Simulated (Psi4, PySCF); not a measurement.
CH₅ClGe, singlet, at a GFN2-xTB geometry. Base run: BLYP/6-31G, TDDFT (PySCF).

The PySCF input:
```python
from pyscf import gto, scf, dft, tdscf

mol = gto.M(
    atom='''
Ge   -0.01131636    0.51427717    0.20206591
C    -1.93186059    0.07176919    0.19065899
Cl    1.06026641   -1.13724461   -0.53396757
H     0.32236233    1.69681593   -0.67864694
H     0.51319086    0.81014704    1.58869769
H    -2.11988347   -0.79928253    0.81420722
H    -2.52941307    0.89785979    0.56400272
H    -2.25749835   -0.15986647   -0.82087503
''',
    basis='6-31g',
    verbose=4,
)

mf = dft.RKS(mol)
mf.xc = 'blyp'
mf.kernel()
td = mf.TDDFT()
td.nstates = 5
td.kernel()
td.analyze()
```

Programs used: Psi4, PySCF; a row that names a program was run with it.

The base run was repeated with changes; each row names its change, and settings that it needs were set with it.

```
change                                      first excitation (eV)  oscillator strength of the first  second (eV)
------------------------------------------  ---------------------  --------------------------------  -----------
base                                                         6.60                             0.010         6.67
functional = lc_wpbe                                         7.76                             0.012         7.77
functional = pbe0                                             [?]                             0.011          [?]
functional = bhandhlyp                                       7.60                             0.013         7.64
nstates = 2                                                  6.60                             0.010         6.67
code = psi4                                                  6.60                             0.010         6.67
basis = def2-SVP                                             6.94                             0.004         6.99
states = triplets; response = Tamm-Dancoff                   6.23                                 -         6.27
basis = 6-31G*                                                [?]                             0.011          [?]
functional = hf                                               [?]                               [?]          [?]
conv_tol = 1e-3                                              6.60                             0.010         6.67
```

Problem. What belongs in the gaps?

Solution. 
- functional = pbe0, first excitation (eV): 7.21
- functional = pbe0, second (eV): 7.25
- basis = 6-31G*, first excitation (eV): 6.69
- basis = 6-31G*, second (eV): 6.77
- functional = hf, first excitation (eV): 8.56
- functional = hf, oscillator strength of the first: 0.016
- functional = hf, second (eV): 8.58

An iterative solver can miss low states, so a row lists the states that it found.
